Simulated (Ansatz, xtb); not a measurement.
## Ranking isomers of C2NSi

3 gas-phase structures of C2NSi, found in a search over its isomers (lower ones may exist). Each was relaxed with GFN2-xTB:

A. a doublet given by its coordinates
B. a doublet given by its coordinates
C. `[C]#CN=[Si]`, a doublet

B (Å):

| atom | x (Å) | y (Å) | z (Å) |
| --- | --- | --- | --- |
| C | -2.0935 | 2.4736 | 0.9094 |
| C | -0.9882 | 1.7699 | 0.7875 |
| N | -3.0852 | 3.0981 | 1.0075 |
| Si | 0.5422 | 0.9286 | 0.6522 |

Close contacts (Å): C1–C2 1.32, C1–N3 1.18, C2–Si4 1.75.

A (Å):

```xyz
4

C    -2.7679    3.2959    1.0793
C    -1.0814    1.5409    0.6823
N    -1.9240    2.4705    0.8946
Si    0.5750    0.9904    0.5973
```

Close contacts (Å): C1–N3 1.19, C2–N3 1.27, C2–Si4 1.75.

**Question.** Estimate their order in r2SCAN-D4/def2-SVP energy at these geometries, lowest first.

**Answer.** Calculated order at r2SCAN-D4/def2-SVP: B (0.0), A (25.3), C (31.4) kcal/mol.

Energies above the lowest of each column, in kcal/mol:

| structure | GFN2-xTB | HF/STO-3G | r2SCAN-D4/def2-SVP |
| --- | --- | --- | --- |
| B | 0.0 | 0.0 | 0.0 |
| A | 23.1 | 38.7 | 25.3 |
| C | 9.1 | 46.0 | 31.4 |

Every level run on B puts it lowest or level with the lowest. Some further structures that were screened fall inside this span and aren't listed. Frequencies (PBE0-D3(BJ)/pcseg-1) were run for B alone. Open shells are spin-unrestricted, some with notable spin contamination.

Programs: Ansatz 0.2.0, xtb 6.7.1.
